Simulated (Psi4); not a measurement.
Input for Psi4:
```
memory 2 GB

molecule {
0 1
  O     0.49639997    0.07749188    1.46274063
  P     0.07763513   -0.00187854   -0.06678288
  O     1.18776102   -0.02874031   -1.02172942
  O    -0.88586825   -1.26330432   -0.10643158
  O    -0.92691551    1.21766505   -0.22393643
  H     1.27103163    0.62878945    1.55130795
  H    -0.37287092   -2.04878771   -0.28441190
  H    -1.03370548    1.42327804   -1.15029845
}

set basis def2-svp

energy('m06-2x')
print_variables()
```

**Question.** What does this run give for the number of basis functions, nuclear repulsion energy, total energy?

**Answer.** 
The number of basis functions comes out as 89, the nuclear repulsion energy is 281.6536 Eh and the total energy is -643.680030 Ha.
